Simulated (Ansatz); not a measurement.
Two isomers of FH6NOSi2: A = `N[SiH](O)[SiH2]F`, B = `O[SiH](F)N[SiH3]`.

Isolated molecules relaxed with PBE0-D4/def2-TZVP in Ansatz; ΔE leaves out vibrations. CCSD(T)/CBS is the MP2 limit (def2-TZVPP, def2-QZVPP) plus CCSD(T) − MP2 in def2-TZVPP, frozen cores. DFT in def2-TZVPP. B3LYP here is the variant with VWN-RPA as its local correlation; programs differ in this. Each species was taken in one conformer, which may not be the lowest.

Q: Which is lower in electronic energy at CCSD(T)/CBS, and by how much? (Estimate.)

A: The calculation gave: B, by 108.2 kJ/mol.

Q: Give E(B) − E(A) in kJ/mol with PBE-D4, CCSD(T)/def2-TZVPP, B3LYP, HF/def2-TZVPP, CCSD/def2-TZVPP, B2PLYP, ωB97M-V. (Best estimate.)

A: Computed: PBE-D4 -82.7, CCSD(T)/def2-TZVPP -111.0, B3LYP -100.8, HF/def2-TZVPP -125.5, CCSD/def2-TZVPP -113.3, B2PLYP -108.0, ωB97M-V -109.8. None reverses the order clearly.

Largest T1 diagnostic: 0.012.

In def2-TZVPP, CCSD(T) changes the Hartree–Fock value by +14.5 kJ/mol (the triples alone add +2.2 kJ/mol) and MP2 by +8.6 kJ/mol. From PBE to PBE0 (25 % exact exchange), in def2-TZVPP and without D4, E(B) − E(A) moves by −10.8 kJ/mol.
